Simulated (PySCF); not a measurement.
PySCF job for FH2NSe, SMILES N[Se]F, ADC(2)/aug-cc-pVDZ. Geometry: PBE0-D3(BJ)/def2-TZVP. One conformer was computed; it need not be the lowest.

```python
import numpy as np
from pyscf import gto, scf, dft, adc

mol = gto.M(
    atom='''
    Se    0.40113996    0.03982666   -0.00000000
    F    -0.82678069    1.32900110    0.00000000
    N    -0.57790182   -1.42881026    0.00000000
    H    -1.07620981   -1.65672224    0.84646343
    H    -1.07620982   -1.65672224   -0.84646343
    ''',
    basis='aug-cc-pVDZ',
    charge=0,
    spin=0,
    max_memory=1600,
    verbose=4,
)
mf = scf.RHF(mol)
mf.conv_tol = 1e-10
mf.max_cycle = 100
mf.kernel()
res = {}
for kind, nroots in (('ee', 6), ('ip', 6), ('ea', 2)):
    a = adc.ADC(mf).density_fit('aug-cc-pvdz-ri')
    a.method, a.method_type = 'adc(2)', kind
    e, v, p, x = a.kernel(nroots=nroots)
    res[kind] = (e * 27.211386245988, p)
for kind, (e, p) in res.items():
    print(kind, 'energies / eV', np.round(e, 3), 'strengths', np.round(p, 4))
```

It prints:

```
PySCF version 2.14.0

[INPUT] verbose = 4
[INPUT] num. atoms = 5
[INPUT] num. electrons = 52
[INPUT] charge = 0
[INPUT] spin (= nelec alpha-beta = 2S) = 0
[INPUT] symmetry False subgroup None
[INPUT] Mole.unit = angstrom
[INPUT] Symbol           X                Y                Z      unit          X                Y                Z       unit  Magmom
[INPUT]  1 Se     0.401139960000   0.039826660000   0.000000000000 AA    0.758044662019   0.075261479856   0.000000000000 Bohr   0.0
[INPUT]  2 F     -0.826780690000   1.329001100000   0.000000000000 AA   -1.562389069179   2.511448098246   0.000000000000 Bohr   0.0
[INPUT]  3 N     -0.577901820000  -1.428810260000   0.000000000000 AA   -1.092076166688  -2.700060075369   0.000000000000 Bohr   0.0
[INPUT]  4 H     -1.076209810000  -1.656722240000   0.846463430000 AA   -2.033741793470  -3.130751298076   1.599584057160 Bohr   0.0
[INPUT]  5 H     -1.076209820000  -1.656722240000  -0.846463430000 AA   -2.033741812367  -3.130751298076  -1.599584057160 Bohr   0.0

nuclear repulsion = 200.035394198898
number of shells = 35
number of NR pGTOs = 178
number of NR cGTOs = 100
basis = aug-cc-pVDZ
ecp = {}


[settings echo left out]
init E= -2554.10442583348
  HOMO = -0.234478025239977  LUMO = -0.0440165894293711  gap/eV = 5.18272
cycle= 1 E= -2554.79032372525  delta_E= -0.686  |g|= 0.499  |ddm|=  2.3
  HOMO = -0.35968794553945  LUMO = 0.0187987939940664  gap/eV = 10.29915
cycle= 2 E= -2554.8320369356  delta_E= -0.0417  |g|= 0.377  |ddm|= 0.632
  HOMO = -0.358660187971861  LUMO = 0.0281624440743879  gap/eV = 10.52598
cycle= 3 E= -2554.85691002035  delta_E= -0.0249  |g|= 0.0451  |ddm|= 0.219
  HOMO = -0.356602925762569  LUMO = 0.0316138127909129  gap/eV = 10.56392
cycle= 4 E= -2554.85808153123  delta_E= -0.00117  |g|= 0.0129  |ddm|= 0.0811
  HOMO = -0.358304622622184  LUMO = 0.0316262997710339  gap/eV = 10.61056
cycle= 5 E= -2554.85820807763  delta_E= -0.000127  |g|= 0.00483  |ddm|= 0.0258
  HOMO = -0.358058687069063  LUMO = 0.0317159515515666  gap/eV = 10.60631
cycle= 6 E= -2554.8582282597  delta_E= -2.02e-05  |g|= 0.00213  |ddm|= 0.0113
  HOMO = -0.35805500045215  LUMO = 0.0317114807978758  gap/eV = 10.60609
cycle= 7 E= -2554.85823117974  delta_E= -2.92e-06  |g|= 0.000788  |ddm|= 0.00418
  HOMO = -0.358080680511931  LUMO = 0.0317427600836524  gap/eV = 10.60764
cycle= 8 E= -2554.85823155058  delta_E= -3.71e-07  |g|= 0.000173  |ddm|= 0.00157
  HOMO = -0.358031089757576  LUMO = 0.0317376200518638  gap/eV = 10.60615
cycle= 9 E= -2554.85823157183  delta_E= -2.13e-08  |g|= 4.2e-05  |ddm|= 0.000437
  HOMO = -0.358034108228446  LUMO = 0.0317370824823877  gap/eV = 10.60621
cycle= 10 E= -2554.85823157323  delta_E= -1.4e-09  |g|= 1.12e-05  |ddm|= 0.000109
  HOMO = -0.358032505644161  LUMO = 0.0317365820694846  gap/eV = 10.60616
cycle= 11 E= -2554.85823157333  delta_E= -9.87e-11  |g|= 2.97e-06  |ddm|= 2.87e-05
  HOMO = -0.358032566917026  LUMO = 0.0317365288130897  gap/eV = 10.60616
Extra cycle  E= -2554.85823157334  delta_E= -6.82e-12  |g|= 1.49e-06  |ddm|= 5.17e-06
converged SCF energy = -2554.85823157334

******** <class 'pyscf.adc.radc.RADC'> ********
******** ADC Orbital Information ********
Number of Frozen Occupied Orbitals: 0
Number of Frozen Virtual Orbitals: 0
Number of Active Occupied Orbitals: 26
Number of Active Virtual Orbitals: 74
*****************************************
******** <class 'pyscf.df.df.DF'> ********
auxbasis = aug-cc-pvdz-ri
Reference correlation energy (doubles): -0.55726164
MP2 correlation energy of reference state (a.u.) = -0.55726164

******** <class 'pyscf.adc.radc_ee.RADCEE'> ********
max_space = 12
max_cycle = 50
conv_tol = 1e-08

*************************************************************
        ADC calculation summary (singlet states only)
*************************************************************
adc(2) root 0  |  Energy (Eh) =   0.1486202049  |  Energy (eV) =   4.04416177  |  Osc. strength = 0.00003221  |  conv = True
adc(2) root 1  |  Energy (Eh) =   0.1901873024  |  Energy (eV) =   5.17526010  |  Osc. strength = 0.00453137  |  conv = True
adc(2) root 2  |  Energy (Eh) =   0.2240426886  |  Energy (eV) =   6.09651209  |  Osc. strength = 0.03507528  |  conv = True
adc(2) root 3  |  Energy (Eh) =   0.2415903981  |  Energy (eV) =   6.57400958  |  Osc. strength = 0.05041595  |  conv = True
adc(2) root 4  |  Energy (Eh) =   0.2461401586  |  Energy (eV) =   6.69781487  |  Osc. strength = 0.02668916  |  conv = True
adc(2) root 5  |  Energy (Eh) =   0.2510584784  |  Energy (eV) =   6.83164917  |  Osc. strength = 0.08295841  |  conv = True

******** <class 'pyscf.adc.radc.RADC'> ********
******** ADC Orbital Information ********
Number of Frozen Occupied Orbitals: 0
Number of Frozen Virtual Orbitals: 0
Number of Active Occupied Orbitals: 26
Number of Active Virtual Orbitals: 74
*****************************************
******** <class 'pyscf.df.df.DF'> ********
auxbasis = aug-cc-pvdz-ri
Reference correlation energy (doubles): -0.55726164
MP2 correlation energy of reference state (a.u.) = -0.55726164

******** <class 'pyscf.adc.radc_ip.RADCIP'> ********
max_space = 12
max_cycle = 50
conv_tol = 1e-08

*************************************************************
        ADC calculation summary (doublet states only)
*************************************************************
adc(2) root 0  |  Energy (Eh) =   0.3212504244  |  Energy (eV) =   8.74166931  |  Spec. factor = 1.83284013  |  conv = True
adc(2) root 1  |  Energy (Eh) =   0.3794272788  |  Energy (eV) =  10.32474215  |  Spec. factor = 1.72868124  |  conv = True
adc(2) root 2  |  Energy (Eh) =   0.4347926915  |  Energy (eV) =  11.83131177  |  Spec. factor = 1.71587871  |  conv = True
adc(2) root 3  |  Energy (Eh) =   0.4678386037  |  Energy (eV) =  12.73053684  |  Spec. factor = 1.68896634  |  conv = True
adc(2) root 4  |  Energy (Eh) =   0.5034424175  |  Energy (eV) =  13.69936596  |  Spec. factor = 1.74231691  |  conv = True
adc(2) root 5  |  Energy (Eh) =   0.5675943358  |  Energy (eV) =  15.44502858  |  Spec. factor = 1.72273782  |  conv = True

******** <class 'pyscf.adc.radc.RADC'> ********
******** ADC Orbital Information ********
Number of Frozen Occupied Orbitals: 0
Number of Frozen Virtual Orbitals: 0
Number of Active Occupied Orbitals: 26
Number of Active Virtual Orbitals: 74
*****************************************
******** <class 'pyscf.df.df.DF'> ********
auxbasis = aug-cc-pvdz-ri
Reference correlation energy (doubles): -0.55726164
MP2 correlation energy of reference state (a.u.) = -0.55726164

******** <class 'pyscf.adc.radc_ea.RADCEA'> ********
max_space = 12
max_cycle = 50
conv_tol = 1e-08

*************************************************************
        ADC calculation summary (doublet states only)
*************************************************************
adc(2) root 0  |  Energy (Eh) =   0.0192673984  |  Energy (eV) =   0.52429262  |  Spec. factor = 1.96468483  |  conv = True
adc(2) root 1  |  Energy (Eh) =   0.0374544963  |  Energy (eV) =   1.01918876  |  Spec. factor = 1.89521842  |  conv = True
ee energies / eV [4.044 5.175 6.097 6.574 6.698 6.832] strengths [0.     0.0045 0.0351 0.0504 0.0267 0.083 ]
ip energies / eV [ 8.742 10.325 11.831 12.731 13.699 15.445] strengths [1.8328 1.7287 1.7159 1.689  1.7423 1.7227]
ea energies / eV [0.524 1.019] strengths [1.9647 1.8952]
```

Self-consistency was reached.
